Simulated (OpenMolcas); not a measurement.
# Nd3+ in Cs2NaYF6: curves along the breathing mode

Nd3+ with its 6 nearest fluoride ions, on the Y site of Cs2NaYF6 (a = 9.075 Å, distance in the model lattice 2.178 Å). The rest of the host is ab initio model potentials to 7.6 Å, with orthogonalisation functions on the cations behind the ligands, and point charges beyond; the distance is set by hand and nothing relaxes. Ligand basis ANO-RCC-VDZP.

* Program: OpenMolcas
* Method: CASSCF
* Basis: ANO-RCC-VDZP [7s6p4d2f1g]
* Scalar Hamiltonian: DKH2, point nucleus
* Active space: 3 electrons in 7 orbitals (4f)
* State averaging: 2S+1 = 4 odd, 35 roots (30 in the spin-orbit step); 2S+1 = 2 odd, 43 roots kept (CI in the orbitals of an earlier block)
* Spin-orbit coupling: RASSI with atomic mean-field integrals over the reference wave functions

Spin-free energies (labels of O, the rotations of Oh) in cm-1 above the lowest fitted minimum, as all ligands move together:

```
R (Å)   4A2    4T2     4E    4T1    4A1  4T2(2)    2T1
2.104  9830  10340  10770  11290  11330   11610  24630
2.154  3830   4260   4620   5060   5090    5340  18550
2.203   760   1120   1440   1810   1840    2050  15430
2.253    50    370    640    950    980    1170  14670
2.302  1400   1670   1920   2180   2210    2370  15980
2.352  4580   4820   5040   5260   5280    5430  19140
```

Cubic fits give the following; the wavenumber is harmonic, with the mass of all moving ligands, small differences in it between states hang on the degree of the fit, a number in brackets counts states of one label, and the table is a selection of at most 14 states with clean curves.

| State | R0 (Å) | Breathing mode (cm-1) | Minimum (cm-1) |
| --- | --- | --- | --- |
| 4A2 | 2.243 | 510 | 0 |
| 4T2 | 2.244 | 510 | 320 |
| 4E | 2.245 | 510 | 610 |
| 4T1 | 2.246 | 510 | 920 |
| 4A1 | 2.247 | 510 | 950 |
| 4T2(2) | 2.247 | 511 | 1140 |
| 2T1 | 2.244 | 510 | 14630 |
| 2T2 | 2.245 | 510 | 14720 |
| 4T1(2) | 2.244 | 510 | 14890 |
| 2E | 2.245 | 510 | 15070 |
| 2T1(2) | 2.245 | 510 | 15080 |
| 4A1(2) | 2.245 | 510 | 15110 |
| 4T2(3) | 2.245 | 510 | 15240 |
| 4A2(2) | 2.247 | 511 | 15410 |

For an f ion spin-orbit coupling outweighs the ligand field, so these spin-free curves are not those of observable levels.

High states are left out of the spin-orbit mixing, which shifts the levels that they would mix with. Without dynamic correlation the ligand-field splitting of an f shell can come out too small, at times by half. No measured value stands beside these numbers.
